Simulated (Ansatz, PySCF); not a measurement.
Gas-phase reaction in SMILES: BC (CH5B) [methylborane] -> [BH]C + H atom (the B-H bond at the site shown breaks; other sites are not compared here)
Structures are relaxed separately at B3LYP-D3(BJ)/def2-TZVP in Ansatz (an electronic-structure program). Frequencies are from Ansatz.

Wanted: bond dissociation energy (0 K, with B3LYP-D3(BJ) harmonic zero-point energies), in kcal/mol. Correlated levels leave the core frozen unless marked. Open shells are spin-unrestricted. No spin-orbit coupling. Non-relativistic. CBS(X,Y): correlation extrapolated as X^-3; Hartree-Fock from the larger set.

CCSD(T)/CBS(def2-TZVPPD,def2-QZVPPD) (Ansatz) gives 102.6 kcal/mol.

Another calculation gave 101.8 kcal/mol. Which level was it?
(A) PBE0/def2-TZVPD (Ansatz)
(B) HF/def2-TZVPD (PySCF)
(C) SVWN5/def2-TZVPD (Ansatz)
(D) CAM-B3LYP/def2-TZVPD (Ansatz)

D, CAM-B3LYP/def2-TZVPD (Ansatz). The others give 98.0 (PBE0), 107.4 (SVWN5), 79.8 (HF) kcal/mol.
